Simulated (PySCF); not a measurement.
Assigning NMR signals

Geometry (Å), atoms numbered from 1 in this order:
```xyz
17

N    -1.8281    1.8272    0.6054
C    -1.3823    0.6546    0.5812
C    -1.9286   -0.4768   -0.2693
O    -2.8599   -0.0405   -1.2286
C    -0.1968    0.3016    1.4413
C     0.9478   -0.0202    0.6092
C     1.8814   -0.2745   -0.1092
Si    3.3301   -0.6541   -1.1878
H    -2.6384    1.9843    0.0055
H    -2.4705   -1.1752    0.3768
H    -1.0923   -1.0178   -0.7360
H    -2.4181    0.5596   -1.8407
H     0.0399    1.1569    2.0779
H    -0.4423   -0.5620    2.0672
H     2.8747   -0.6051   -2.5806
H     4.3666    0.3510   -0.9460
H     3.8099   -1.9968   -0.8508
```

Computed data (PySCF 2.14): geometry: GFN2-xTB, NMR shieldings at PBE0/pcSseg-1/GIAO. Fast rotation and ring inversion assumed for equivalent nuclei, single conformer, no solvent, non-relativistic.

Referencing at the same level of theory: ¹³C (σref 186.93), ¹H (σref 31.72) against TMS.

**Question.** Assign these signals to the numbered atoms. ¹³C{¹H} NMR (computed): δ 180.4 (C), 115.2 (C), 82.3 (C), 67.7 (CH2), 31.8 (CH2).

**Answer.** 
| δ (ppm) | atoms | environment | reason |
| --- | --- | --- | --- |
| 180.4 | C2 | C=N carbon | – |
| 115.2 | C6 | alkyne carbon | – |
| 82.3 | C7 | alkyne carbon | the triple bond shields along its axis, which puts it between sp3 and sp2 carbons |
| 67.7 | C3 | sp3 CH2 bonded to O | deshielded by the electronegative neighbour |
| 31.8 | C5 | propargylic sp3 CH2 | saturated and bonded to C and H only |

**Question.** Assign these signals to the numbered atoms. ¹H NMR (600 MHz, computed): δ 11.42 (br s, 1H), 4.53 (s, 2H), 4.22 (s, 3H), 3.35 (s, 2H), 0.22 (br s, 1H).

**Answer.** 
11.42 → H9, hydrogen on an imine nitrogen: exchangeable, gas-phase position
4.53 → H10/H11, hydrogen on an sp3 CH2 bonded to O: its carbon carries O, which withdraws density
4.22 → H15/H16/H17, hydrogen on a silicon bonded to C
3.35 → H13/H14, hydrogen on a propargylic sp3 CH2
0.22 → H12, hydrogen on an alcohol oxygen: labile proton, position sensitive to the medium

OH and NH positions are those of a molecule without intermolecular hydrogen bonds; in solution they move with solvent, concentration and temperature, and exchange usually removes their couplings. Shifts are as computed. Against solution values, carbons near 30 ppm lie about +3 ppm off and those near 130 ppm about +5 ppm. Of 1211 compounds with measured shifts, 218 miss one by over three times the rms of a fit or turn the order of signals round; such compounds aren't used in these exercises. No couplings were computed; multiplicities are counted from neighbouring protons, with m where these are inequivalent, close in shift, in a saturated or five-membered ring or joined by F or P, and br s for small geminal =CH2 splittings.
